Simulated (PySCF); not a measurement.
Correlation energy of Kr (krypton, neutral)

[Kr], closed-shell 1S. Calculation: PySCF 2.14, in jorge-DZP-DKH; scalar relativity by spin-free X2C-1e. Frozen: [Ar] 3d10; 8 electrons correlated.

MP2 pair energies summed by pair of shells (mhartree):

| pair | energy | share (%) |
| --- | --- | --- |
| 4p-4p | -31.29 | 61.1 |
| 4s-4p | -16.50 | 32.2 |
| 4s-4s | -3.42 | 6.7 |

Total MP2 correlation energy: -51.21 mhartree.

Same-spin part -12.14 and opposite-spin part -39.07 mhartree; SCS-MP2 scales them by 1/3 and 6/5 to -50.93 mhartree.

```
  level  correlation energy (mhartree)
   CCSD                         -57.35
    (T)                          -0.50
CCSD(T)                         -57.85
```

Diagnostics: T1 = 0.00088, D1 = 0.0014, largest double amplitude 0.032.

Cost of the coupled-cluster step: 0.22 s of wall time on 1 thread of Neoverse-N1 (shared host), for 8 correlated electrons.
